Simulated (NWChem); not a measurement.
Species: CH6AlAs; SMILES [AlH]([CH3])[AsH2]

```xyz
9

Al    -0.7516    -1.2743     0.0222
As    -0.1331     1.0761     0.2208
H     -1.2043     1.4947    -0.7802
H      0.9478     0.9444    -0.8474
H     -2.3026    -1.6421     0.0856
C      0.5895    -2.6962    -0.0752
H      0.4358    -3.3070    -0.9820
H      0.4809    -3.3851     0.7807
H      1.6276    -2.3304    -0.0872
```
Atoms are numbered in this order, from 1.

Level: PBE0/def2-SVP (NWChem), optimised geometry, unscaled harmonic frequencies. 

Question: List the harmonic frequencies with IR intensities, and the thermochemistry.

Answer: 
```json
[
 {"frequency (cm⁻¹)": "45", "IR intensity (km/mol)": "0.0"},
 {"frequency (cm⁻¹)": "102", "IR intensity (km/mol)": "3.8"},
 {"frequency (cm⁻¹)": "138", "IR intensity (km/mol)": "1.1"},
 {"frequency (cm⁻¹)": "318", "IR intensity (km/mol)": "10.0"},
 {"frequency (cm⁻¹)": "358", "IR intensity (km/mol)": "47.0"},
 {"frequency (cm⁻¹)": "469", "IR intensity (km/mol)": "1.8"},
 {"frequency (cm⁻¹)": "483", "IR intensity (km/mol)": "44.6"},
 {"frequency (cm⁻¹)": "602", "IR intensity (km/mol)": "0.8"},
 {"frequency (cm⁻¹)": "650", "IR intensity (km/mol)": "70.3"},
 {"frequency (cm⁻¹)": "673", "IR intensity (km/mol)": "79.4"},
 {"frequency (cm⁻¹)": "760", "IR intensity (km/mol)": "237.3"},
 {"frequency (cm⁻¹)": "989", "IR intensity (km/mol)": "26.3"},
 {"frequency (cm⁻¹)": "1207", "IR intensity (km/mol)": "23.8"},
 {"frequency (cm⁻¹)": "1416", "IR intensity (km/mol)": "1.7"},
 {"frequency (cm⁻¹)": "1421", "IR intensity (km/mol)": "2.6"},
 {"frequency (cm⁻¹)": "1910", "IR intensity (km/mol)": "224.3"},
 {"frequency (cm⁻¹)": "2210", "IR intensity (km/mol)": "62.8"},
 {"frequency (cm⁻¹)": "2227", "IR intensity (km/mol)": "81.2"},
 {"frequency (cm⁻¹)": "3041", "IR intensity (km/mol)": "1.9"},
 {"frequency (cm⁻¹)": "3131", "IR intensity (km/mol)": "2.9"},
 {"frequency (cm⁻¹)": "3162", "IR intensity (km/mol)": "3.0"}
]
```

```json
{
 "zero_point_energy": "36.2 kcal/mol",
 "thermal correction to the enthalpy at 298.15 K (with zero-point energy)": "41.1 kcal/mol",
 "heat capacity Cv": "22.0 cal/(mol K)",
 "entropy at 298.15 K and 1 atm (symmetry number 1)": "83.1 cal/(mol K)",
 "dipole_moment": "1.24 D"
}
```

Rigid rotor and harmonic oscillator; modes under 100 cm⁻¹ make the entropy uncertain.
